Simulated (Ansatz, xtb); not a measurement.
Pulling on the O2–H3 bond in H2O2Sn (SMILES [OH][Sn][OH]) (multiplicity 1 held, fragments rigid). Energies count from the point at 0.966 Å.
Geometry at that point (charge 0, multiplicity 1):
| atom | x (Å) | y (Å) | z (Å) |
|---|---|---|---|
| Sn | -0.0345 | -0.0077 | 0.3736 |
| O | 0.5521 | 1.4446 | -0.8426 |
| H | 0.5427 | 1.1769 | -1.7709 |
| O | -0.3244 | -1.2738 | -1.1536 |
| H | -0.6369 | -2.1588 | -0.9385 |

R- and RO- levels are restricted; in cc, def2 and unpolarised 6-31G sets they are followed outwards from rest. Unrestricted levels (U-) break spin symmetry where that is lower. Active spaces are followed from a long bond inwards. Levels need not reach the same state.

Cores are frozen in the correlated methods. Filled d and f shells under p-block atoms count as core.

Programs: Ansatz (a program for electronic structure) with Gaussian orbitals; xtb for the GFN methods. Values without a source in brackets are computed. In def2 rows elements past Kr take small-core potentials, without spin–orbit coupling. The GFN methods have no spin term and hold the electronic entropy of 300 K.

Energies in kcal/mol.

```
R (Å)  GFN2-xTB  U-MP2/def2-SVP  R-SCS-MP2/def2-SVP  R-CCSD(T)/def2-SVP  FIC-MRCISD+Q on CASSCF(4,3)/def2-SVP
-----  --------  --------------  ------------------  ------------------  ------------------------------------
0.773      31.5             ___                37.7                37.6                                  37.2
0.870       5.3             7.6                 7.5                 7.5                                   7.3
0.966       0.0             0.0                 0.0                 0.0                                   0.0
1.063       4.4             4.2                 4.2                 4.2                                   4.4
1.159      13.2            14.4                14.4                14.2                                  14.6
1.304      29.3            34.0                33.8                33.3                                  33.8
1.449      46.1            67.1                53.9                52.5                                  53.2
1.691      71.5             ___                83.1                79.0                                  79.8
1.932      91.8           115.6               105.0                96.7                                  97.5
2.222     109.5             ___               122.2               107.5                                 109.0
2.609     124.6           121.7               132.8               110.1                                 114.7
3.092     134.9           122.2               132.4               105.1                                 116.7
```

### Question
What belongs in the gaps?

### Answer

- 1.691, U-MP2/def2-SVP: 103.7
- 0.773, U-MP2/def2-SVP: 37.8
- 2.222, U-MP2/def2-SVP: 120.2

Doubts at one or more of the structures used: a spin-contaminated determinant (U-MP2/def2-SVP); a restricted determinant that unrestricted orbitals would lower (R-SCS-MP2/def2-SVP, R-CCSD(T)/def2-SVP); other coupled-cluster roots lie near (R-CCSD(T)/def2-SVP); T1 above 0.05 (R-CCSD(T)/def2-SVP); active orbitals that take no part (FIC-MRCISD+Q on CASSCF(4,3)/def2-SVP).
